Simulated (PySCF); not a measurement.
SeO₂, optimised at HF/6-31G*:

```xyz
3

O      0.6741     0.2256    -1.4195
Se    -0.0471    -0.0230    -0.0512
O     -0.9184    -1.3236     0.0071
```

Energies from PySCF (xtb for GFN2), thermal terms from the rigid-rotor harmonic-oscillator model, ideal gas at 1 bar. 6-31G* has spherical d functions here. All species are closed-shell singlets. B3LYP is the form with VWN-RPA correlation. Se: all electrons, no relativistic terms.

### Question
List the harmonic frequencies (cm⁻¹, unscaled) at this level and at the other levels, each on its own geometry.

### Answer
- HF/6-31G*: 434, 1124, 1178
- B3LYP/6-31G*: 362, 943, 998
- GFN2-xTB: 397, 877, 900
- PBE/def2-SVP: 347, 909, 963
- PBE0/def2-TZVP: 383, 1012, 1052
